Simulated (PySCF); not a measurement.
o-toluoyl chloride, C₈H₇ClO.
Numbering: `[CH3:1][c:2]1[cH:3][cH:4][cH:5][cH:6][c:7]1[C:8](=[O:9])[Cl:10]` (hydrogens: H11, H12, H13 on C1; H14 on C3; H15 on C4; H16 on C5; H17 on C6)

Structure used (PBE0-D3(BJ)/def2-SVP), in Å, numbered top down from 1:
```
atom  x, y, z in Å
C1    -1.6961   -1.3401    0.2372
C2    -0.3915   -0.6087    0.1429
C3     0.7870   -1.2962    0.4541
C4     2.0365   -0.6874    0.3920
C5     2.1435    0.6478    0.0100
C6     0.9931    1.3565   -0.3048
C7    -0.2714    0.7516   -0.2448
C8    -1.4953    1.5151   -0.5798
O9    -2.6141    1.1163   -0.5559
Cl10  -1.2193    3.2263   -1.0764
H11   -1.5232   -2.3823    0.5378
H12   -2.3719   -0.8682    0.9655
H13   -2.2375   -1.3301   -0.7196
H14    0.7136   -2.3444    0.7540
H15    2.9315   -1.2616    0.6438
H16    3.1182    1.1368   -0.0427
H17    1.0586    2.4019   -0.6053
```

Theory: TDDFT wB97X-D/def2-SVPD, vertical, gas phase, core orbitals frozen in the response (PySCF 2.14.0, density-fitted response routines).

List the vertical singlet excitations with oscillator strengths and describe the spectrum.

```json
{"state": "S1", "E (eV)": "4.64", "λ (nm)": "267.2", "f": "0.0001", "symmetry": "–", "main configurations (H = HOMO, L = LUMO)": "H-2→L (87%), H-2→L+3 (8%)"}
{"state": "S2", "E (eV)": "4.75", "λ (nm)": "261.1", "f": "0.053", "symmetry": "A′", "main configurations (H = HOMO, L = LUMO)": "H→L (85%), H-1→L+1 (10%)"}
{"state": "S3", "E (eV)": "5.33", "λ (nm)": "232.5", "f": "0.242", "symmetry": "A′", "main configurations (H = HOMO, L = LUMO)": "H-1→L (86%)"}
{"state": "S4", "E (eV)": "6.08", "λ (nm)": "203.9", "f": "0.0002", "symmetry": "–", "main configurations (H = HOMO, L = LUMO)": "H-3→L (91%)"}
{"state": "S5", "E (eV)": "6.40", "λ (nm)": "193.6", "f": "0.036", "symmetry": "A′", "main configurations (H = HOMO, L = LUMO)": "H-4→L (65%), H→L+1 (17%)"}
{"state": "S6", "E (eV)": "6.58", "λ (nm)": "188.5", "f": "0.278", "symmetry": "A′", "main configurations (H = HOMO, L = LUMO)": "H-1→L+1 (34%), H→L+1 (23%), H-4→L (17%)"}
{"state": "S7", "E (eV)": "6.66", "λ (nm)": "186.3", "f": "0.413", "symmetry": "A′", "main configurations (H = HOMO, L = LUMO)": "H→L+1 (44%), H-1→L+1 (38%)"}
{"state": "S8", "E (eV)": "6.96", "λ (nm)": "178.3", "f": "0.0001", "symmetry": "–", "main configurations (H = HOMO, L = LUMO)": "H-5→L (94%)"}
{"state": "S9", "E (eV)": "7.32", "λ (nm)": "169.3", "f": "0.0031", "symmetry": "A″", "main configurations (H = HOMO, L = LUMO)": "H-6→L (76%), H-2→L+3 (12%)"}
{"state": "S10", "E (eV)": "7.37", "λ (nm)": "168.3", "f": "0.0001", "symmetry": "–", "main configurations (H = HOMO, L = LUMO)": "H-2→L+1 (87%)"}
```

Triplets, Tamm–Dancoff:

```tsv
state	E (eV)	λ (nm)	main configurations (H = HOMO, L = LUMO)
T1	3.71	333.9	H-1→L (48%), H→L (36%), H→L+1 (9%)
T2	4.00	310.1	H→L (57%), H-1→L (33%)
T3	4.24	292.4	H-2→L (83%), H-2→L+3 (10%)
T4	4.62	268.6	H→L+1 (81%), H-1→L (12%)
```

The lowest singlet comes at 267 nm (448 kJ/mol) in the ultraviolet; it is dark (f under 0.0005); its leading configuration is HOMO-2→LUMO (87%). The strongest level in the table is S7 at 6.66 eV (186 nm, f = 0.413). Löwdin shares by element: HOMO carbon 70% or more (atoms not listed hold the other 30%); LUMO carbon 44% or more, oxygen 18% (atoms not listed hold the other 38%). Weighted by f, the mean energy of these states is 6.22 eV. Orbital energies (eV): HOMO-3 -11.12, HOMO-2 -10.26, HOMO-1 -9.77, HOMO -9.40, LUMO -0.49, LUMO+1 1.01, LUMO+2 2.10. The oscillator strengths of these states sum to 1.026; summed over the whole spectrum of an exact calculation they would give the number of electrons, 80 (Thomas–Reiche–Kuhn). The vertical ionisation energy (ΔSCF) is 9.42 eV, 2.05 eV above S10. Symmetry labels in Cs follow from the direction of the transition dipole and are given only for states with f of 0.002 or more. The window holds the lowest 10 singlets.

One conformer stands for the species.
